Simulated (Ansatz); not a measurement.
`CO[SiH](O)[SiH3]` + H₂Te → `O[SiH]([SiH3])[TeH]` + CH₃OH at 298.15 K and 1 bar (ligand exchange at the Si–O bond).

Computed with Ansatz on PBE0-D4/def2-TZVP structures; ΔE is electronic, products minus reactants. CBS: MP2 limit from def2 TZ/QZ plus the TZ coupled-cluster correction, frozen cores. This one scheme is used for every species. Elements past krypton have def2 core potentials. For Te outer-core shells are correlated without core-valence functions, which leaves a few kJ/mol of doubt a bond. One conformer a species, not always the lowest.

| species | CCSD(T)/CBS energy (Eh) | H − E (kJ/mol) | S (J/(mol·K)) |
| --- | --- | --- | --- |
| `CO[SiH](O)[SiH3]` | -771.44542 | 264.3 | 390.3 |
| H₂Te | -268.91024 | 41.3 | 228.4 |
| `O[SiH]([SiH3])[TeH]` | -924.72516 | 169.4 | 389.3 |
| CH₃OH | -115.61712 | 146.3 | 238.2 |

H − E and S are ideal-gas, rigid-rotor, harmonic terms from PBE0-D4/def2-TZVP, for one conformer and one mirror image of each species. 1 Eh = 2625.50 kJ/mol, R = 8.31446 J/(mol·K).

Q: By hand: ΔE, ΔH, ΔS and ΔG.

A: ΔE = (-924.72516) + (-115.61712) − (-771.44542) − (-268.91024) = 0.01338 Eh = 35.1 kJ/mol. Δ(H − E) = 169.4 + 146.3 − 264.3 − 41.3 = 10.1, so ΔH = 45.2 kJ/mol. ΔS = 389.3 + 238.2 − 390.3 − 228.4 = 8.8 J/(mol·K). ΔG = 45.2 − 298.15 × (8.8)/1000 = 42.6 kJ/mol.

Q: By hand: the equilibrium constant, and the temperature at which ΔG would vanish if ΔH and ΔS stayed fixed.

A: log₁₀ K = −ΔG/(RT ln 10) = -7.5. ΔG = 0 at ΔH/ΔS = 5136 K, far beyond where these terms or the molecules hold.

The number of gas molecules stays the same, so ΔS is small and ΔH decides. A doubt of 5 kJ/mol in ΔE shifts log₁₀ K by 0.9 here. Other conformers and mirror images would add mixing entropy, several J/(mol·K) or more a flexible species. These are equilibria of isolated gas molecules and say nothing of rates. Largest T1 diagnostic: 0.012 (customary marks: 0.02 for closed shells, 0.045 for open ones).
